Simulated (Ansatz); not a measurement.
Two isomers of CH4FNOSi: A = `O[SiH2]/N=C/F`, B = `C=N[SiH](O)F`.

Computed with Ansatz on PBE0-D4/def2-TZVP structures; ΔE is electronic, products minus reactants. CCSD(T)/CBS adds triple-zeta CCSD(T) − MP2 to the extrapolated MP2 energy (def2 sets, frozen cores). Functionals use def2-TZVPP. B3LYP here is the variant with VWN-RPA as its local correlation; programs differ in this. Each species was taken in one conformer, which may not be the lowest.

A:

```xyz
9

O    -0.494   -0.318   -2.064
Si    0.528    0.023   -0.832
N    -0.385    0.497    0.562
C    -0.357   -0.031    1.677
F    -1.118    0.416    2.679
H    -1.139    0.349   -2.304
H     1.309   -1.221   -0.610
H     1.421    1.166   -1.139
H     0.235   -0.881    2.031
```

B:

```xyz
9

C     1.351   -1.053    0.007
N     0.134   -0.828    0.232
Si   -0.786    0.511   -0.347
O    -1.485    1.249    0.923
F     0.127    1.583   -1.097
H     1.995   -0.404   -0.604
H     1.836   -1.940    0.430
H    -1.787    0.050   -1.323
H    -1.386    0.831    1.779
```

Q: Which isomer does CCSD(T)/CBS put lower? Give the gap. (Estimate.)

A: Ansatz gave: B, by 181.9 kJ/mol.

Q: Give E(B) − E(A) in kJ/mol with B3LYP-D4, CCSD/def2-TZVPP, r2SCAN-D4, PBE-D4, CCSD(T)/def2-TZVPP, CCSD(T)/def2-SVP, B3LYP. (Best estimate.)

A: Computed: B3LYP-D4 -169.3, CCSD/def2-TZVPP -179.1, r2SCAN-D4 -165.4, PBE-D4 -153.4, CCSD(T)/def2-TZVPP -176.3, CCSD(T)/def2-SVP -154.7, B3LYP -167.4. None reverses the order clearly.

Q: Does the order hold for the free energy at 298.15 K (harmonic terms from PBE0-D4)? (Best estimate.)

A: Computed: Yes: G(B) − G(A) = -178.7 kJ/mol, for one conformer each. Modes under 60 cm⁻¹, often nearly free rotors, make the harmonic entropy too high.

Largest T1 diagnostic: 0.013.

Leaving LDA and LC-ωPBE aside and taking each functional with its dispersion term where it has one, the values, not all of them listed here, spread over 24.8 kJ/mol, from BHLYP-D4 to PBE-D4. LDA lies +3.5 kJ/mol from PBE without D4. From PBE to PBE0 (25 % exact exchange), in def2-TZVPP and without D4, E(B) − E(A) moves by −8.8 kJ/mol.
